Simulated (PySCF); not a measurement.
# Bonding in `C=C(CC)CC(=O)[O-]`

Compound: C₆H₉O₂ (charge -1).
Numbering: `[CH2:1]=[C:2]([CH2:3][CH3:4])[CH2:5][C:6](=[O:7])[O-:8]` (hydrogens: H9, H10 on C1; H11, H12 on C3; H13, H14, H15 on C4; H16, H17 on C5)

Structure used (GFN2-xTB), in Å, numbered top down from 1:
```
atom  x, y, z in Å
C1     0.454    1.853   -0.692
C2     0.064    0.627   -0.345
C3     0.717   -0.598   -0.926
C4     1.707   -1.236    0.049
C5    -1.071    0.362    0.557
C6    -2.356   -0.129   -0.313
O7    -2.241   -1.243   -0.828
O8    -3.295    0.665   -0.328
H9    -0.022    2.736   -0.295
H10    1.244    2.021   -1.410
H11    1.243   -0.344   -1.852
H12   -0.083   -1.308   -1.155
H13    1.209   -1.498    0.979
H14    2.519   -0.545    0.278
H15    2.136   -2.144   -0.376
H16   -1.372    1.252    1.110
H17   -0.860   -0.458    1.245
```

Bond orders from the PBE0/pcSseg-1 density (PySCF). Isolated species at its GFN2-xTB geometry (one conformer only). The pcSseg-1 basis has no diffuse functions, a weakness for an anion.

Task: How far do the computed orders between heavy atoms stray from the drawn ones?

Result: The largest departure is 0.787, at C6–O8 (drawn single, 1.787). Drawn single, order above 1.12: C6–O8 (1.787). Drawn single, order below 0.88: C5–C6 (0.832). The SMILES, with its formal charges, is one Lewis structure only.

Task: Give the Mayer order of every bond, beside its length.

Result: 
```
  bond  drawn as  length (Å)  Mayer order
 C1–C2    double       1.333        1.927
 C2–C3    single       1.505        1.018
 C3–C4    single       1.529        1.036
 C2–C5    single       1.473        1.091
 C5–C6    single       1.627        0.832
 C6–O7    double       1.233        1.704
 C6–O8    single       1.229        1.787
 C1–H9    single       1.078        0.942
C1–H10    single       1.080        0.946
C3–H11    single       1.094        0.956
C3–H12    single       1.094        0.903
C4–H13    single       1.088        0.966
C4–H14    single       1.091        0.970
C4–H15    single       1.090        0.974
C5–H16    single       1.091        0.947
C5–H17    single       1.092        0.929
```

By pair of heavy elements: C–C: lowest C5–C6 (0.832, 1.627 Å), highest C1–C2 (1.927, 1.333 Å). C–O: lowest C6–O7 (1.704, 1.233 Å), highest C6–O8 (1.787, 1.229 Å).

Task: Sum the orders of all bonds at each heavy atom with more than one neighbour and set the sums beside the valence in the SMILES.

Result: C1 3.815 (drawn 4), C2 4.036 (drawn 4), C3 3.913 (drawn 4), C4 3.946 (drawn 4), C5 3.799 (drawn 4), C6 4.323 (drawn 4). Orders between atoms that aren't bonded are not in these sums.

For a closed shell the Mayer order of atoms A and B is Σ (PS)μν (PS)νμ over the basis functions μ on A and ν on B, with P the density and S the overlap matrix.

These values come from a run that also computed NMR shieldings. On one thread of an Intel Xeon (shared host), this took 36 s of wall time and 0.83 GiB of memory at its peak.
